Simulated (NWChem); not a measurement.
All runs are NWChem calculations. System: H2Te, charge 0, spin multiplicity 1, displaced from the optimised geometry.

The NWChem input:

```
start mol
memory heap 200 mb stack 900 mb global 1100 mb
geometry units angstroms nocenter noautoz noautosym
  Te     0.000000     0.000000     0.044132
  H     -2.961172     0.000000    -2.934789
  H      1.184469     0.000000    -1.147436
end
basis spherical
  * library def2-svp
end
ecp
  Te library def2-ecp
end
dft
  xc xpbe96 cpbe96
  semidirect memsize 60000000 filesize 0
  iterations 100
end
task dft energy
```

The output up to the point where the run's verdict is printed (cleaned and shortened):

```
             Northwest Computational Chemistry Package (NWChem) 7.3.0
             --------------------------------------------------------

                                NWChem Input Module
                                -------------------

 Scaling coordinates for geometry "geometry" by  1.889725989
 (inverse scale =  0.529177249)

                             Geometry "geometry" -> ""
                             -------------------------

 Output coordinates in angstroms (scale by  1.889725989 to convert to a.u.)

  No.       Tag          Charge          X              Y              Z
 ---- ---------------- ---------- -------------- -------------- --------------
    1 Te                  52.0000     0.00000000     0.00000000     0.04413200
    2 H                    1.0000    -2.96117200     0.00000000    -2.93478900
    3 H                    1.0000     1.18446900     0.00000000    -1.14743600

 Effective nuclear repulsion energy (a.u.)      23.0466007960

            Nuclear Dipole moment (a.u.)
            ----------------------------
        X                 Y               Z
 ---------------- ---------------- ----------------
    -3.3574818331     0.0000000000    -3.3776225327


 Summary of "ao basis" -> "" (spherical)
 ------------------------------------------------------------------------------
       Tag                 Description            Shells   Functions and Types
 ---------------- ------------------------------  ------  ---------------------
 *                          def2-svp                  on all atoms

 Summary of "ao basis" -> "ao basis" (spherical)
 ------------------------------------------------------------------------------
       Tag                 Description            Shells   Functions and Types
 ---------------- ------------------------------  ------  ---------------------
 Te                         def2-svp                10       26   4s4p2d
 H                          def2-svp                 3        5   2s1p

 Summary of "ao basis" -> "ao basis" (spherical)
 ------------------------------------------------------------------------------
[...]
 d= 0,ls=0.5,diis    52   -269.0275142534 -5.93D-05  4.00D-05  3.34D-03     6.0
 d= 0,ls=0.5,diis    53   -269.0275678812 -5.36D-05  3.85D-05  3.18D-03     6.2
 d= 0,ls=0.5,diis    54   -269.0276184907 -5.06D-05  3.80D-05  3.04D-03     6.3
 d= 0,ls=0.5,diis    55   -269.0276670379 -4.85D-05  3.61D-05  2.90D-03     6.4
 d= 0,ls=0.5,diis    56   -269.0277122818 -4.52D-05  3.35D-05  2.77D-03     6.5
 d= 0,ls=0.5,diis    57   -269.0277532466 -4.10D-05  3.25D-05  2.65D-03     6.6
 d= 0,ls=0.5,diis    58   -269.0277922403 -3.90D-05  3.58D-05  2.54D-03     6.7
 d= 0,ls=0.5,diis    59   -269.0278340074 -4.18D-05  3.24D-05  2.42D-03     6.8
 d= 0,ls=0.5,diis    60   -269.0278710611 -3.71D-05  3.39D-05  2.31D-03     6.9
 d= 0,ls=0.5,diis    61   -269.0279090533 -3.80D-05  3.57D-05  2.20D-03     7.0
 d= 0,ls=0.5,diis    62   -269.0279481882 -3.91D-05  3.53D-05  2.09D-03     7.1
 d= 0,ls=0.5,diis    63   -269.0279859032 -3.77D-05  3.47D-05  1.98D-03     7.2
 d= 0,ls=0.5,diis    64   -269.0280218317 -3.59D-05  3.40D-05  1.88D-03     7.3
 d= 0,ls=0.5,diis    65   -269.0280561342 -3.43D-05  3.22D-05  1.78D-03     7.4
 d= 0,ls=0.5,diis    66   -269.0280878474 -3.17D-05  3.24D-05  1.69D-03     7.5
 d= 0,ls=0.5,diis    67   -269.0281188296 -3.10D-05  2.95D-05  1.60D-03     7.6
 d= 0,ls=0.5,diis    68   -269.0281462247 -2.74D-05  2.81D-05  1.52D-03     7.8
 d= 0,ls=0.5,diis    69   -269.0281716831 -2.55D-05  2.67D-05  1.45D-03     7.9
 d= 0,ls=0.5,diis    70   -269.0281952906 -2.36D-05  2.65D-05  1.38D-03     8.0
 d= 0,ls=0.5,diis    71   -269.0282182540 -2.30D-05  2.60D-05  1.31D-03     8.1
 d= 0,ls=0.5,diis    72   -269.0282401857 -2.19D-05  2.68D-05  1.25D-03     8.2
 d= 0,ls=0.5,diis    73   -269.0282622537 -2.21D-05  2.53D-05  1.19D-03     8.2
 d= 0,ls=0.5,diis    74   -269.0282825714 -2.03D-05  2.47D-05  1.13D-03     8.3
 d= 0,ls=0.5,diis    75   -269.0283018835 -1.93D-05  2.48D-05  1.07D-03     8.4
 d= 0,ls=0.5,diis    76   -269.0283207682 -1.89D-05  2.47D-05  1.02D-03     8.5
 d= 0,ls=0.5,diis    77   -269.0283390029 -1.82D-05  2.39D-05  9.65D-04     8.6
 d= 0,ls=0.5,diis    78   -269.0283563128 -1.73D-05  2.24D-05  9.14D-04     8.7
 d= 0,ls=0.5,diis    79   -269.0283721066 -1.58D-05  2.16D-05  8.68D-04     8.8
 d= 0,ls=0.5,diis    80   -269.0283869204 -1.48D-05  2.14D-05  8.25D-04     8.9
 d= 0,ls=0.5,diis    81   -269.0284012440 -1.43D-05  2.06D-05  7.84D-04     9.0
 d= 0,ls=0.5,diis    82   -269.0284146638 -1.34D-05  1.98D-05  7.45D-04     9.2
 d= 0,ls=0.5,diis    83   -269.0284272428 -1.26D-05  1.92D-05  7.09D-04     9.3
 d= 0,ls=0.5,diis    84   -269.0284390999 -1.19D-05  1.88D-05  6.75D-04     9.4
 d= 0,ls=0.5,diis    85   -269.0284504654 -1.14D-05  1.86D-05  6.42D-04     9.6
 d= 0,ls=0.5,diis    86   -269.0284614184 -1.10D-05  1.81D-05  6.10D-04     9.7
 d= 0,ls=0.5,diis    87   -269.0284718341 -1.04D-05  1.79D-05  5.80D-04     9.9
 d= 0,ls=0.5,diis    88   -269.0284818693 -1.00D-05  1.78D-05  5.51D-04    10.0
 d= 0,ls=0.5,diis    89   -269.0284916286 -9.76D-06  1.75D-05  5.23D-04    10.1
 d= 0,ls=0.5,diis    90   -269.0285009484 -9.32D-06  1.68D-05  4.96D-04    10.3
 d= 0,ls=0.5,diis    91   -269.0285096396 -8.69D-06  1.66D-05  4.71D-04    10.4
 d= 0,ls=0.5,diis    92   -269.0285180201 -8.38D-06  1.63D-05  4.47D-04    10.5
 d= 0,ls=0.5,diis    93   -269.0285260278 -8.01D-06  1.59D-05  4.23D-04    10.7
 d= 0,ls=0.5,diis    94   -269.0285336265 -7.60D-06  1.50D-05  4.01D-04    10.8
 d= 0,ls=0.5,diis    95   -269.0285406240 -7.00D-06  1.46D-05  3.81D-04    10.9
 d= 0,ls=0.5,diis    96   -269.0285472758 -6.65D-06  1.41D-05  3.62D-04    11.0
 d= 0,ls=0.5,diis    97   -269.0285535097 -6.23D-06  1.37D-05  3.44D-04    11.1
 d= 0,ls=0.5,diis    98   -269.0285594247 -5.92D-06  1.31D-05  3.27D-04    11.2
 d= 0,ls=0.5,diis    99   -269.0285649214 -5.50D-06  1.29D-05  3.11D-04    11.4
 d= 0,ls=0.5,diis   100   -269.0285702262 -5.30D-06  1.29D-05  2.96D-04    11.5
```

The run did not converge; its last values are not results. The next line reads: Calculation failed to converge. NWChem stopped with the message: dft energy failed.
